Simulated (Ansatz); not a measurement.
Born–Oppenheimer molecular dynamics of CH3Cl3Sn (8 atoms, charge 0, multiplicity 1). It goes on from the last frame of an earlier run, with new velocities.

Method: RKS PBE/def2-SVP (Ansatz).

* ensemble: NVE (velocity Verlet)
* time step: 0.5 fs
* steps asked: 150
* starting velocities drawn for: 700 K
* seed: 579043

First frame:

```xyz
8
Properties=species:S:1:pos:R:3
Sn -0.031 0.000 0.089
C 0.039 -0.055 2.227
H -0.807 -0.500 2.748
H 0.976 -0.521 2.562
H 0.095 1.017 2.467
Cl 2.133 -0.207 -0.903
Cl -0.774 2.020 -0.913
Cl -1.273 -1.794 -0.884
```

Q: How far do the bonds stretch over the last three quarters of this one trajectory? (Pairs bonded in most of those frames.)

A: 
```
   bond  mean (Å)  spread (Å)  shortest  longest
 Sn1–C2     2.156       0.017      2.13     2.19
Sn1–Cl6     2.355       0.020      2.33     2.39
Sn1–Cl7     2.354       0.015      2.34     2.38
Sn1–Cl8     2.395       0.107      2.25     2.53
  C2–H3     1.107       0.029      1.06     1.16
  C2–H4     1.117       0.049      1.03     1.19
  C2–H5     1.107       0.013      1.08     1.13
```

Mean temperature of the second half: 365 K. The conserved energy stayed within 0.33 meV per atom of its start (net change 0.0083 meV per atom), so the integration is sound. Over the second half the temperature averaged 0.52 of the 700 K drawn at the start: a run that starts near a minimum puts about half its kinetic energy into the potential. A run of 0.075 ps of so small a system gives no equilibrium averages.

Run time: 6.2 min on 2 threads of Arm Neoverse V1, with other jobs on the host, peak memory 0.15 GiB.
